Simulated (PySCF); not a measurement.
C₅H₁₃PSi₂.
SMILES with atom numbers: `[CH3:1][P:2]1[CH2:3][CH2:4][C:5]([SiH3:6])=[C:7]1[SiH3:8]`

Probes without a nucleus sit at each ring's centroid and 1 Å off its mean plane on both sides; NICS is minus the shielding there, NICSzz its component along the normal. Level: GIAO PBE0/pcSseg-1 (PySCF, non-relativistic, gas phase) on the GFN2-xTB geometry, one conformer.

Ring bond lengths (Å), with Mayer bond orders in brackets: P2–C3 1.867 (0.96), C3–C4 1.530 (1.01), C4–C5 1.508 (1.02), C5–C7 1.338 (1.82), C7–P2 1.842 (0.93).

Q: Give the NICS values of each ring in ppm.

A: 
```
          ring                                                     type  NICS(0)  NICS(1), two faces  NICS(1)zz, two faces  rms pucker (Å)  centre to ring atoms, mean (Å)
P2–C3–C4–C5–C7  5-membered ring with P; formal bonds 1 double, 4 single     -2.2         -4.4 / -2.8           -5.3 / -3.7            0.09                            1.36
```

Q: What can be read from them?

A: 
- P2–C3–C4–C5–C7: mean NICS(1)zz -4.5 ppm, shielded. C3, C4 have four or more neighbours, and the NICS criterion for π rings isn't applied.

Q: Give the inner angles of the rings and the Hirshfeld charges of the ring atoms.

A: 
- P2–C3–C4–C5–C7: P2 90.0° (+0.140 e), C3 108.0° (-0.114 e), C4 108.9° (-0.072 e), C5 116.1° (-0.079 e), C7 113.5° (-0.144 e); sum 536.5° against 540° for a flat convex ring.

Q: What are the shieldings of the ring atoms and their hydrogens in the same run (means over atoms taken as equivalent)?

A: 
```json
{"atoms": "P2", "environment": "phosphine phosphorus", "σ isotropic (ppm)": "315.9", "principal values of the symmetric part, first atom (ppm)": "195.2, 328.0, 424.4"}
{"atoms": "C3", "environment": "sp3 carbon bound to phosphorus", "σ isotropic (ppm)": "157.8", "principal values of the symmetric part, first atom (ppm)": "134.5, 166.0, 172.9"}
{"atoms": "C4", "environment": "allylic carbon", "σ isotropic (ppm)": "136.7", "principal values of the symmetric part, first atom (ppm)": "93.8, 140.3, 175.8"}
{"atoms": "C5", "environment": "fully substituted alkene carbon", "σ isotropic (ppm)": "21.5", "principal values of the symmetric part, first atom (ppm)": "-78.1, 4.0, 138.6"}
{"atoms": "C7", "environment": "fully substituted alkene carbon", "σ isotropic (ppm)": "24.5", "principal values of the symmetric part, first atom (ppm)": "-73.5, -2.4, 149.3"}
{"atoms": "H on C3 (×2)", "environment": "methylene hydrogen", "σ isotropic (ppm)": "29.94", "principal values of the symmetric part, first atom (ppm)": "23.9, 28.0, 37.6"}
{"atoms": "H on C4 (×2)", "environment": "methylene hydrogen", "σ isotropic (ppm)": "28.55", "principal values of the symmetric part, first atom (ppm)": "22.9, 28.9, 34.1"}
```
